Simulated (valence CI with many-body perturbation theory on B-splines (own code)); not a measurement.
Results of a calculation; reference values are marked as such.
## Cd³⁴⁺: what the settings do

Method: relativistic CI+MBPT: four valence electrons over a frozen Dirac-Fock core [Ne], radial functions for each j: 6 s, 6 p, 5 d, 3 f, 1 g, with the one-electron correlation potential Σ1 (screened to all orders), the two-electron term Σ2, the three-electron term Σ3, Breit, model QED; selected single and double excitations, second order for the rest, scaled by the run's own slope (own B-spline code, finite nucleus).

No measured spectrum was set against this ion. As an estimate, large intervals hold to a few tenths of a per cent, small ones and those within an open d or f shell to about a per cent.

The reference run has the lowest level (3s^2 3p1/2^2) J=0 and an ionisation energy of 2193.76 eV. Its largest variational space holds 10000 state functions.

Levels are named by their leading jj configuration (3d3/2^4 stands for four electrons in 3d with j = 3/2), which in mixed levels can hold well under half, so a name can repeat and another be missing. Letters in brackets count levels of one name in rising energy.

Changed runs:
A. correlating orbitals by l 3 3 3 2 1 → 4 4 3 0 0; three-electron term on → off
B. box radius (bohr) 2.4082 → 2.04
C. natural orbitals for correlation on → off
D. start configuration 3s2 3p2 → 3s2 3p3 (bad on purpose)

Excitation energies of the reference run in cm⁻¹, and shifts in cm⁻¹:

| Level | Reference | A | B | C |
| --- | --- | --- | --- | --- |
| (3s^2 3p1/2 3p3/2) J=1 | 327201 | -556 | +0.1 | -440 |
| (3s^2 3p1/2 3p3/2) J=2 | 371025 | +205 | +0.1 | +92 |
| (3s^2 3p3/2^2) J=2 | 730076 | -47 | +0.2 | -130 |
| (3s^2 3p3/2^2) J=0 | 828179 | +916 | +0.2 | +604 |
| (3s 3p1/2^2 3p3/2) J=2 | 1005230 | -1194 | +0.1 | -1009 |
| (3s 3p1/2^2 3p3/2) J=1 | 1144820 | -161 | +0.1 | +23 |
| (3s 3p1/2 3p3/2^2) J=2 [a] | 1299980 | -1297 | +0.2 | -1179 |
| (3s^2 3p1/2 3d3/2) J=2 | 1335620 | +998 | +0.4 | +29 |
| (3s 3p1/2 3p3/2^2) J=3 | 1373710 | -676 | +0.2 | -627 |
| (3s 3p1/2 3p3/2^2) J=0 | 1475560 | -197 | +0.2 | -0.1 |
| (3s 3p1/2 3p3/2^2) J=1 [a] | 1489650 | +780 | +0.3 | +387 |
| (3s 3p1/2 3p3/2^2) J=2 [b] | 1515920 | +946 | +0.3 | +254 |
| Ionisation energy (eV) | 2193.76 | +0.016 | +7e-05 | -0.25 |

Run D: It gave no result: the electrons of core and valence do not add up to the charge. The program said: "core and valence hold 15 electrons, the ion has 14".
